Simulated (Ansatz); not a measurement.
The same path of CH8AlNSi (12 atoms, charge 0, multiplicity 1) was run twice with different band settings. The coordinate that changes most is the dihedral H7–C1–N2–Al3.

Level of theory: RKS PBE0/6-31G* in Ansatz 0.2.0.

Relaxed end points:

```xyz
12
Properties=species:S:1:pos:R:3
C -0.392 1.386 -0.304
N -0.012 0.044 0.144
Al 0.056 -0.360 1.892
Si 0.356 -1.088 -1.127
H -1.283 1.361 -0.948
H -0.623 2.032 0.550
H 0.416 1.867 -0.873
H -0.318 0.813 2.901
H 0.481 -1.830 2.317
H -0.812 -1.276 -2.042
H 1.494 -0.612 -1.971
H 0.713 -2.391 -0.506
```

```xyz
12
Properties=species:S:1:pos:R:3
C -0.400 1.384 -0.305
N -0.025 0.041 0.143
Al -0.094 -0.406 1.881
Si 0.477 -1.051 -1.117
H -0.703 2.009 0.543
H 0.436 1.891 -0.807
H -1.244 1.354 -1.010
H -0.580 0.731 2.884
H 0.329 -1.877 2.304
H -0.605 -1.249 -2.130
H 1.667 -0.524 -1.854
H 0.819 -2.358 -0.497
```

Common settings: spring 5.0 eV/Å²; optimiser quadratic models (default); start path through a guess of the saddle point; force threshold 0.05 eV/Å; end points relaxed.

| run | movable images | climbing image | iteration limit |
| --- | --- | --- | --- |
| 1 | 5 | yes | 56 |
| 2 | 6 | no | 52 |

What does each run give, and how far can it be trusted?

Run 1: converged after 25 iterations, highest image 0.081 eV above the first end. A vibrational analysis at the climbing image gives one clearly imaginary mode, 182i cm⁻¹: a first-order saddle point.
Run 2: converged after 14 iterations, highest image 0.084 eV above the first end. No image climbed, so the highest image needn't sit at the top of the path.
